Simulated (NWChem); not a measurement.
System: ZnHI; SMILES [ZnH][I]

Input file for NWChem:

```
start job
memory heap 200 mb stack 900 mb global 1100 mb
geometry units angstroms noautosym nocenter noautoz
  Zn     0.000000     0.000000    -1.495117
  H      0.000000     0.000000    -3.031335
  I      0.000000     0.000000     0.943108
end
basis spherical
  Zn library def2-svpd
  H library def2-svpd
  I library def2-svpd
end
ecp
  I library def2-ecp
end
dft
  xc b3lyp
  iterations 150
end
property
  response 1 0.0
end
task dft property
```

Output (shortened):

```
             Northwest Computational Chemistry Package (NWChem) 7.3.0
             --------------------------------------------------------

                             Geometry "geometry" -> ""
                             -------------------------

 Output coordinates in angstroms (scale by  1.889725989 to convert to a.u.)

  No.       Tag          Charge          X              Y              Z
 ---- ---------------- ---------- -------------- -------------- --------------
    1 Zn                  30.0000     0.00000000     0.00000000    -1.49511700
    2 H                    1.0000     0.00000000     0.00000000    -3.03133500
    3 I                   53.0000     0.00000000     0.00000000     0.94310800

 Effective nuclear repulsion energy (a.u.)     362.4744617651

                                 NWChem DFT Module
                                 -----------------

 Summary of "ao basis" -> "ao basis" (spherical)
 ------------------------------------------------------------------------------
       Tag                 Description            Shells   Functions and Types
 ---------------- ------------------------------  ------  ---------------------
 Zn                        def2-svpd                12       34   5s4p2d1f
 H                         def2-svpd                 4        8   2s2p
 I                         def2-svpd                13       35   5s5p3d

            General Information
            -------------------
          SCF calculation type: DFT
          Wavefunction type:  closed shell.
          No. of atoms     :     3
          No. of electrons :    56
           Alpha electrons :    28
            Beta electrons :    28
          Charge           :     0
          Spin multiplicity:     1
          Use of symmetry is: off; symmetry adaption is: off
          Maximum number of iterations: 150
          AO basis - number of functions:    77
                     number of shells:    29
          Convergence on energy requested:  1.00D-06
          Convergence on density requested:  1.00D-05
          Convergence on gradient requested:  5.00D-04

              XC Information
              --------------
                         B3LYP Method XC Potential
                     Hartree-Fock (Exact) Exchange  0.200
                        Slater Exchange Functional  0.800 local
                    Becke 1988 Exchange Functional  0.720 non-local
              Lee-Yang-Parr Correlation Functional  0.810
                  VWN I RPA Correlation Functional  0.190 local

             Grid Information
             ----------------
          Grid used for XC integration:  medium
          Radial quadrature: Mura-Knowles
          Angular quadrature: Lebedev.
          Tag              B.-S. Rad. Rad. Pts. Rad. Cut. Ang. Pts.
          ---              ---------- --------- --------- ---------
          Zn                  1.35      112          13.0       590
          H                   0.35       45          13.0       434
          I                   1.40      123          12.0       590
          Grid pruning is: on
          Number of quadrature shells:   280
          Spatial weights used:  Erf1

      Superposition of Atomic Density Guess
      -------------------------------------

 Sum of atomic energies:       -2125.18754016

      Non-variational initial energy
      ------------------------------

 Total energy =   -2074.982042
 1-e energy   =   -3354.188778
 2-e energy   =    1102.768730
 HOMO         =      -0.356750
 LUMO         =       0.012359

   convergence    iter        energy       DeltaE   RMS-Dens  Diis-err
 ---------------- ----- ----------------- --------- --------- ---------
 d= 0,ls=0.0,diis     1  -2077.6021246990 -2.25D+03  1.65D-02  1.57D-01
 d= 0,ls=0.0,diis     2  -2077.6075007636 -5.38D-03  6.61D-03  1.26D-01
 d= 0,ls=0.0,diis     3  -2077.6326611900 -2.52D-02  1.68D-03  1.08D-02
 d= 0,ls=0.0,diis     4  -2077.6344074539 -1.75D-03  3.55D-04  2.85D-03
 d= 0,ls=0.0,diis     5  -2077.6345740353 -1.67D-04  1.42D-04  8.66D-05
  Resetting Diis
 d= 0,ls=0.0,diis     6  -2077.6345798152 -5.78D-06  2.66D-05  3.98D-06
 d= 0,ls=0.0,diis     7  -2077.6345804794 -6.64D-07  9.91D-06  9.22D-08

         Total DFT energy =    -2077.634580479356
      One electron energy =    -3351.685795448699
           Coulomb energy =     1191.483063675347
    Exchange-Corr. energy =      -93.869854086840
 Nuclear repulsion energy =      176.438005380836

 Numeric. integr. density =       56.000016031432

                       DFT Final Molecular Orbital Analysis
                       ------------------------------------

 Vector   26  Occ=2.000000D+00  E=-3.113495D-01
              MO Center=  2.7D-09, -2.0D-09, -7.4D-01, r^2= 5.1D+00
   Bfn.  Coefficient  Atom+Function         Bfn.  Coefficient  Atom+Function
  ----- ------------  ---------------      ----- ------------  ---------------
    56      0.453076  3 I  pz                14     -0.363794  1 Zn pz
    35      0.309218  2 H  s                 59      0.286843  3 I  pz
    53     -0.182898  3 I  pz                11      0.148407  1 Zn pz
    50     -0.148788  3 I  pz                 4      0.135392  1 Zn s
    46      0.088285  3 I  s                 42     -0.081815  2 H  pz

[...]

 DFT Linear Response polarizability / au
 Frequency  =       0.0000000 / au
              X              Y              Z
 -----------------------------------------------
 X      51.8957693     -0.0000001     -0.0000002
 Y      -0.0000001     51.8957695      0.0000001
 Z      -0.0000002      0.0000001     86.3391072
 -----------------------------------------------
 Eigenvalues =      51.8957693     51.8957695     86.3391072
 Isotropic   =      63.3768820
 Anisotropic =      34.4433378
 -----------------------------------------------

 Magnetic Dipole Response Matrix (nonzero elements):

 Exiting AOResponse driver routine
```

Level: B3LYP/def2-SVPD with def2 effective core potentials on I. The geometry was optimised at PBE0/def2-SVP. B3LYP is NWChem's, with the RPA form of VWN correlation. def2 effective core potentials on I; no spin-orbit coupling.
